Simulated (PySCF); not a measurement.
**Electron correlation in Sb²⁺ (antimony, charge +2)**

[Kr] 4d10 5s2 5p1, 2P determinant. Calculation: PySCF 2.14, in x2c-QZVPPall with one added diffuse shell each of s, p, d, f type (14s10p8d5f1g, 128 functions); the spin-free X2C one-electron Hamiltonian (Gaussian nucleus). Frozen: [Ar] 3d10; 21 electrons correlated.

MP2 pair energies summed by pair of shells (mhartree):

```json
{"pair": "4d-4d", "energy": "-331.62", "share (%)": "47.7"}
{"pair": "4p-4d", "energy": "-114.84", "share (%)": "16.5"}
{"pair": "4d-5s", "energy": "-85.23", "share (%)": "12.3"}
{"pair": "4p-4p", "energy": "-40.54", "share (%)": "5.8"}
{"pair": "4s-4d", "energy": "-29.18", "share (%)": "4.2"}
{"pair": "4d-5p", "energy": "-22.83", "share (%)": "3.3"}
{"pair": "5s-5s", "energy": "-20.01", "share (%)": "2.9"}
{"pair": "5s-5p", "energy": "-16.28", "share (%)": "2.3"}
{"pair": "4s-4p", "energy": "-15.84", "share (%)": "2.3"}
{"pair": "4p-5s", "energy": "-10.47", "share (%)": "1.5"}
{"pair": "4s-4s", "energy": "-3.47", "share (%)": "0.5"}
{"pair": "4p-5p", "energy": "-2.85", "share (%)": "0.4"}
{"pair": "4s-5s", "energy": "-1.29", "share (%)": "0.2"}
{"pair": "4s-5p", "energy": "-0.37", "share (%)": "0.1"}
```

Total MP2 correlation energy: -694.82 mhartree.

Same-spin part -238.14 and opposite-spin part -456.68 mhartree; SCS-MP2 scales them by 1/3 and 6/5 to -627.40 mhartree.

This basis was not built for core-valence correlation, so the inner-shell part is incomplete.
